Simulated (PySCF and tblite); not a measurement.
The numbers below are computed, except where a source is named.
**Rotation: stationary points, barriers and rates**

System: 4-bromoaniline, C₆H₆BrN, numbered as in [NH2:1][c:2]1[cH:3][cH:4][c:5]([Br:6])[cH:7][cH:8]1.

Motion: rotation about the C2–N1 bond (torsion C3–C2–N1–H from -20° to 160°, rising). Level: PBE0/pcSseg-1 + D3(BJ), IEF-PCM cyclohexane on GFN2-xTB stationary points, with GFN2-xTB thermal terms. Rate constants are transition-state-theory values, counting equivalent paths, without tunnelling. Run with tblite and PySCF.

```csv
point,symmetry,E(GFN2) kcal/mol,E(DFT) kcal/mol,ZPE change kcal/mol,lowest mode cm⁻¹,dipole D
start,Cs,0.0,0.0,0.00,103,4.30
saddle,Cs,8.8,6.2,-0.34,347i,2.62
end,Cs,0.0,0.0,0.01,103,4.30
```

```json
{
  "Electronic barrier": "6.2 kcal/mol",
  "Barrier with zero-point energy": "5.8 kcal/mol",
  "ΔH‡ (298 K)": "5.5 kcal/mol",
  "ΔS‡ (298 K, symmetry apart)": "-1.5 cal/(mol K)",
  "Paths": "2 equivalent paths",
  "End point": "the same structure with atoms interchanged, or its mirror image",
  "Mean lifetime of the start against this motion at 298 K": "2 ns",
  "Cost": "93 s on 1 thread of Intel Xeon Platinum 8259CL @ 2.50GHz (shared host) (rough), peak memory 0.97 GiB, launched as `OMP_NUM_THREADS=1 python ens_run.py task.json out`"
}
```

```
T/K  ΔG‡ kcal/mol    k s⁻¹
200           5.9  3.2×10⁶
250           5.9  6.9×10⁷
298           6.0  5.1×10⁸
350           6.1  2.3×10⁹
400           6.2    7×10⁹
```

ΔG and ΔG‡ leave out symmetry numbers and mirror images; rates count paths: 2 out.

Spin–orbit effects of heavy atoms on shieldings are missing.
